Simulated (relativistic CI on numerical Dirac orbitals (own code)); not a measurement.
## Magnetism of Nb³⁺, 4d2, in a crystal field

Calculated by Dirac-Coulomb-Breit CI, KLI orbitals optimised for each configuration, QED by a radiative potential, valence Slater integrals scaled by 0.65, one configuration in a parametric crystal field (own radial code).

Field parameters in Wybourne normalisation: D3d B²₀ = −7Dσ, B⁴₀ = −14Dq − 21Dτ, B⁴₃ = −14√(10/7) Dq. The field is a parameter set, without covalency.

S is read from ⟨S²⟩ = S(S + 1).

Powder χT (cm³ K mol⁻¹) by Van Vleck's formula, with temperature-independent terms:

| Field | 2 K | 5 K | 10 K | 20 K | 50 K | 100 K | 200 K | 300 K |
| --- | --- | --- | --- | --- | --- | --- | --- | --- |
| D3d, 10Dq = 17350, Dσ = -1200, Dτ = -60 cm⁻¹ | 0.0481 | 0.12 | 0.241 | 0.455 | 0.691 | 0.756 | 0.794 | 0.819 |
| D3d, 10Dq = 17350, Dσ = 1200, Dτ = -60 cm⁻¹ | 0.115 | 0.122 | 0.133 | 0.155 | 0.222 | 0.324 | 0.479 | 0.592 |
| D3d, 10Dq = 17350, Dσ = 980, Dτ = -60 cm⁻¹ | 0.104 | 0.111 | 0.121 | 0.143 | 0.207 | 0.305 | 0.454 | 0.565 |
| D3d, 10Dq = 17350, Dσ = 760, Dτ = -60 cm⁻¹ | 0.0942 | 0.1 | 0.111 | 0.132 | 0.194 | 0.286 | 0.425 | 0.533 |
| D3d, 10Dq = 17350, Dσ = 550, Dτ = -60 cm⁻¹ | 0.0847 | 0.091 | 0.101 | 0.122 | 0.183 | 0.266 | 0.389 | 0.494 |
| D3d, 10Dq = 17350, Dσ = 330, Dτ = -60 cm⁻¹ | 0.066 | 0.0736 | 0.0863 | 0.11 | 0.161 | 0.221 | 0.334 | 0.446 |
| D3d, 10Dq = 17350, Dσ = 110, Dτ = -60 cm⁻¹ | 0.0285 | 0.0703 | 0.115 | 0.146 | 0.183 | 0.232 | 0.336 | 0.444 |
| D3d, 10Dq = 17350, Dσ = -110, Dτ = -60 cm⁻¹ | 0.0223 | 0.0557 | 0.112 | 0.212 | 0.333 | 0.393 | 0.467 | 0.537 |

(1) For D3d, 10Dq = 17350, Dσ = -1200, Dτ = -60 cm⁻¹: what effective moment follows at 300 K?

Results:

(1) μ_eff = √(8χT) = 2.56 μB. The ground level has S = 1.00; the spin-only moment for S = 1 is 2.83 μB. The difference comes from the orbital moment, spin-orbit mixing of terms and temperature-independent paramagnetism, all larger in this ionic model than in covalent complexes. The ground level is a non-magnetic singlet, so χT starts at zero and rises through temperature-independent paramagnetism and the filling of excited levels.
